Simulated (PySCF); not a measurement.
Bonds broken one at a time in the series B I-H. Gas-phase values, no solvent. Strings in code marks are SMILES.

The dipole moment from two functionals at the same geometries (PBE0-D3(BJ)/def2-TZVP), both in PySCF: PBE-D3(BJ)/def2-TZVP and ωB97X-D3(BJ)/def2-TZVP. 

```
species                     ωB97X-D3(BJ)/def2-TZVP (D)
--------------------------  --------------------------
whole molecule (`IB(I)I`)                         0.00
whole molecule (`IBI`)                            0.24
whole molecule (`BI`)                             0.55
radical fragment (`[BH2]`)                        0.54
```

Question: What does PBE-D3(BJ)/def2-TZVP give for each?

Answer: 
- whole molecule (`IB(I)I`): 0.00
- whole molecule (`IBI`): 0.01
- whole molecule (`BI`): 0.15
- radical fragment (`[BH2]`): 0.51
Over these rows, drawn at random from the members with no instability flagged (it was tested for open shells, ions and some series alone), PBE minus ωB97X-D3(BJ): mean -0.16 D, from -0.39 D to 0.00 D.
